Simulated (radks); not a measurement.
Valence configurations of Sb (all share [Kr]). Calculated with a radial shooting solver on a logarithmic mesh with Libxc functionals: scalar-relativistic Kohn-Sham, r2SCAN, spin-polarised, spherical densities, finite nucleus; open shells are filled with parallel spins first (spin-orbit coupling, left out, can overturn this in heavy ions); meta-GGA in the generalised Kohn-Sham scheme; Fermi nuclear charge, rms radius 4.6802 fm. Energies are relative to 4d10 5s2 5p3; eigenvalues in eV for spin up.

4d10 5s2 5p3: E (eV) 0.000; moment (Bohr magnetons) 3; e(4d) -34.191; e(5p) -5.827; e(5s) -14.105
4d10 5s1 5p4: E (eV) 8.143; moment (Bohr magnetons) 3; e(4d) -35.839; e(5p) -6.583; e(5s) -15.269
4d9.5 5s2 5p3.5: E (eV) 15.880; moment (Bohr magnetons) 3; e(4d) -37.598; e(5p) -6.335; e(5s) -15.073
4d9.5 5s1 5p4.5: E (eV) 24.357; moment (Bohr magnetons) 3; e(4d) -39.170; e(5p) -7.049; e(5s) -16.173
4d9.5 5s0.5 5p5: E (eV) 29.828; moment (Bohr magnetons) 2; e(4d) -39.832; e(5p) -7.010; e(5s) -16.096
4d9 5s2 5p4: E (eV) 32.644; moment (Bohr magnetons) 3; e(4d) -40.958; e(5p) -6.801; e(5s) -15.979
4d9 5s1 5p5: E (eV) 41.494; moment (Bohr magnetons) 3; e(4d) -42.458; e(5p) -7.477; e(5s) -17.014
4d8.5 5s2 5p4.5: E (eV) 50.329; moment (Bohr magnetons) 3; e(4d) -44.284; e(5p) -7.240; e(5s) -16.837
4d8.5 5s1 5p5.5: E (eV) 59.551; moment (Bohr magnetons) 3; e(4d) -45.721; e(5p) -7.884; e(5s) -17.815
4d8 5s2 5p5: E (eV) 68.941; moment (Bohr magnetons) 3; e(4d) -47.587; e(5p) -7.662; e(5s) -17.658

NIST lists [Kr] 4d10 5s2 5p3 as the ground configuration; this level of theory agrees among the configurations tried. The energies are those of spherical high-spin densities, not of single terms.
